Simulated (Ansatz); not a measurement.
Ansatz (a quantum-chemistry and plane-wave program) input (B3LYP-D3(BJ)/def2-TZVP):

Ansatz 0.2 input:
```yaml
crystal:
  periodic: [false, false, false]
  atoms:
    - {symbol: Si, position_ang: [-0.34963388, 0.38407572, 0.81258501]}
    - {symbol: Br, position_ang: [0.92988250, -0.93588430, -0.28865639]}
    - {symbol: Cl, position_ang: [-1.62653020, 1.61052296, -0.07489509]}
basis:
  gaussian:
    orbitals: def2-TZVP
hamiltonian:
  xc: b3lyp
  dispersion: d3bj
total_charge: 1
magnetization: {spin_polarized: true, initial_magnetization: 1}
phonons: {temperatures: {t_min: 298.15, t_max: 298.15, t_step: 100}}
```

Output:

```
Functional definition: B3LYP
integrals: 0.05 GiB planned
937 factors; their error is unknown
mean field: 0.71 GiB planned
mean field evaluation 1: about -90438.3295 eV, gradient 2.2e1 eV
mean field evaluation 2: about -90435.5699 eV, gradient 3.3e1 eV
mean field evaluation 4: about -90440.8067 eV, gradient 1.5e0 eV
mean field evaluation 8: about -90441.2176 eV, gradient 2.3e-1 eV
mean field evaluation 16: about -90441.2177 eV, gradient 7.1e-5 eV
mean field -90441.21765582 eV, -3323.6534455924 hartree, gradient 7.1e-5 eV, S^2 0.754254; 0 other end points of the search recorded, 0 dependent functions left out
the calculation of the forces begins
reference -90441.21786860 eV, -3323.6534534120 hartree; 33, 32 occupied and 89, 90 virtual orbitals, 937 factors
these checks for a lower state are left out or cut short: stability, starts, cluster_reference, orbital_swaps, neighbouring_geometries, increment
integrals: 0.05 GiB planned
937 factors; their error is unknown
mean field: 0.71 GiB planned
mean field -90441.21756511 eV, -3323.6534422586 hartree, gradient 2.8e-6 eV, S^2 0.754247; 0 other end points of the search recorded, 0 dependent functions left out
the calculation of the forces begins
reference -90441.21777792 eV, -3323.6534500792 hartree; 33, 32 occupied and 89, 90 virtual orbitals, 937 factors
these checks for a lower state are left out or cut short: stability, starts, cluster_reference, orbital_swaps, neighbouring_geometries, increment
integrals: 0.05 GiB planned
937 factors; their error is unknown
mean field: 0.71 GiB planned
mean field evaluation 32: about -90441.2176 eV, gradient 2.3e-6 eV
mean field -90441.21756750 eV, -3323.6534423464 hartree, gradient 2.3e-6 eV, S^2 0.754261; 0 other end points of the search recorded, 0 dependent functions left out
the calculation of the forces begins
reference -90441.21778025 eV, -3323.6534501649 hartree; 33, 32 occupied and 89, 90 virtual orbitals, 937 factors
these checks for a lower state are left out or cut short: stability, starts, cluster_reference, orbital_swaps, neighbouring_geometries, increment
integrals: 0.05 GiB planned
937 factors; their error is unknown
mean field: 0.71 GiB planned
mean field -90441.21764257 eV, -3323.6534451053 hartree, gradient 2.3e-6 eV, S^2 0.754265; 0 other end points of the search recorded, 0 dependent functions left out
the calculation of the forces begins
reference -90441.21785538 eV, -3323.6534529259 hartree; 33, 32 occupied and 89, 90 virtual orbitals, 937 factors
these checks for a lower state are left out or cut short: stability, starts, cluster_reference, orbital_swaps, neighbouring_geometries, increment
integrals: 0.05 GiB planned
937 factors; their error is unknown
mean field: 0.71 GiB planned
mean field -90441.21763457 eV, -3323.6534448112 hartree, gradient 2.9e-6 eV, S^2 0.754243; 0 other end points of the search recorded, 0 dependent functions left out
the calculation of the forces begins
reference -90441.21784732 eV, -3323.6534526297 hartree; 33, 32 occupied and 89, 90 virtual orbitals, 937 factors
these checks for a lower state are left out or cut short: stability, starts, cluster_reference, orbital_swaps, neighbouring_geometries, increment
integrals: 0.05 GiB planned
937 factors; their error is unknown
mean field: 0.71 GiB planned
mean field -90441.21770117 eV, -3323.6534472587 hartree, gradient 2.3e-6 eV, S^2 0.754271; 0 other end points of the search recorded, 0 dependent functions left out
the calculation of the forces begins
reference -90441.21791398 eV, -3323.6534550794 hartree; 33, 32 occupied and 89, 90 virtual orbitals, 937 factors
these checks for a lower state are left out or cut short: stability, starts, cluster_reference, orbital_swaps, neighbouring_geometries, increment
integrals: 0.05 GiB planned
937 factors; their error is unknown
mean field: 0.71 GiB planned
mean field evaluation 64: about -90441.2175 eV, gradient 2.9e-6 eV
mean field -90441.21753061 eV, -3323.6534409908 hartree, gradient 2.9e-6 eV, S^2 0.754237; 0 other end points of the search recorded, 0 dependent functions left out
the calculation of the forces begins
reference -90441.21774336 eV, -3323.6534488092 hartree; 33, 32 occupied and 89, 90 virtual orbitals, 937 factors
these checks for a lower state are left out or cut short: stability, starts, cluster_reference, orbital_swaps, neighbouring_geometries, increment
integrals: 0.05 GiB planned
937 factors; their error is unknown
mean field: 0.71 GiB planned
mean field -90441.21764252 eV, -3323.6534451037 hartree, gradient 2.9e-6 eV, S^2 0.754247; 0 other end points of the search recorded, 0 dependent functions left out
the calculation of the forces begins
reference -90441.21785530 eV, -3323.6534529229 hartree; 33, 32 occupied and 89, 90 virtual orbitals, 937 factors
these checks for a lower state are left out or cut short: stability, starts, cluster_reference, orbital_swaps, neighbouring_geometries, increment
integrals: 0.05 GiB planned
937 factors; their error is unknown
mean field: 0.71 GiB planned
mean field -90441.21765403 eV, -3323.6534455266 hartree, gradient 2.3e-6 eV, S^2 0.754261; 0 other end points of the search recorded, 0 dependent functions left out
the calculation of the forces begins
reference -90441.21786682 eV, -3323.6534533465 hartree; 33, 32 occupied and 89, 90 virtual orbitals, 937 factors
these checks for a lower state are left out or cut short: stability, starts, cluster_reference, orbital_swaps, neighbouring_geometries, increment
integrals: 0.05 GiB planned
937 factors; their error is unknown
mean field: 0.71 GiB planned
mean field -90441.21751640 eV, -3323.6534404688 hartree, gradient 2.9e-6 eV, S^2 0.754244; 0 other end points of the search recorded, 0 dependent functions left out
the calculation of the forces begins
reference -90441.21772912 eV, -3323.6534482861 hartree; 33, 32 occupied and 89, 90 virtual orbitals, 937 factors
these checks for a lower state are left out or cut short: stability, starts, cluster_reference, orbital_swaps, neighbouring_geometries, increment
integrals: 0.05 GiB planned
937 factors; their error is unknown
mean field: 0.71 GiB planned
mean field evaluation 96: about -90441.2177 eV, gradient 3.0e-6 eV
mean field -90441.21768457 eV, -3323.6534466487 hartree, gradient 3.0e-6 eV, S^2 0.754264; 0 other end points of the search recorded, 0 dependent functions left out
the calculation of the forces begins
reference -90441.21789741 eV, -3323.6534544705 hartree; 33, 32 occupied and 89, 90 virtual orbitals, 937 factors
these checks for a lower state are left out or cut short: stability, starts, cluster_reference, orbital_swaps, neighbouring_geometries, increment
integrals: 0.05 GiB planned
937 factors; their error is unknown
mean field: 0.71 GiB planned
mean field -90441.21764991 eV, -3323.6534453750 hartree, gradient 2.9e-6 eV, S^2 0.754250; 0 other end points of the search recorded, 0 dependent functions left out
the calculation of the forces begins
reference -90441.21786267 eV, -3323.6534531939 hartree; 33, 32 occupied and 89, 90 virtual orbitals, 937 factors
these checks for a lower state are left out or cut short: stability, starts, cluster_reference, orbital_swaps, neighbouring_geometries, increment
integrals: 0.05 GiB planned
937 factors; their error is unknown
mean field: 0.71 GiB planned
mean field -90441.21764641 eV, -3323.6534452463 hartree, gradient 3.0e-6 eV, S^2 0.754257; 0 other end points of the search recorded, 0 dependent functions left out
the calculation of the forces begins
reference -90441.21785921 eV, -3323.6534530665 hartree; 33, 32 occupied and 89, 90 virtual orbitals, 937 factors
Total energy: -90441.41184539 eV, -3323.6605819272 hartree
Atom 0 at    -0.349634     0.384076     0.812585 Å, force     0.000009    -0.000008     0.000022 eV/Å
Atom 1 at     0.929882    -0.935884    -0.288656 Å, force    -0.000015     0.000015    -0.000007 eV/Å
Atom 2 at    -1.626530     1.610523    -0.074895 Å, force     0.000006    -0.000007    -0.000015 eV/Å
Dipole moment:    -0.235689     0.252812     0.414449 e Å
Vibrations: 149.90 427.57 642.60 cm⁻¹, zero-point energy 0.075634 eV
```
